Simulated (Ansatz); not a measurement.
H2OZn (SMILES [OH][ZnH]) moved off its minimum; all values from Ansatz (a first-principles code), cores frozen in correlated methods.
(charge 0, multiplicity 1)
```xyz
4

Zn    -0.39010    -0.14559     0.04393
H     -1.79037    -0.63700    -0.13255
O      1.30221     0.44199     0.11286
H      1.63176     1.32485     0.19061
```

Forces at MP2/def2-TZVPPD (eV/Å):

```csv
atom,Fx,Fy,Fz
Zn1,0.454,0.539,-0.128
H2,0.188,-0.053,0.105
O3,-0.563,-1.123,-0.048
H4,-0.078,0.637,0.071
```

Give the forces (eV/Å), the total energy and the dipole at CCSD(T)/def2-TZVPPD.


```csv
atom,Fx,Fy,Fz
Zn1,0.525,0.544,-0.094
H2,-0.098,-0.149,0.064
O3,-0.343,-0.955,-0.034
H4,-0.084,0.560,0.064
```
Energy -1854.6149 hartree, dipole 1.21 D.
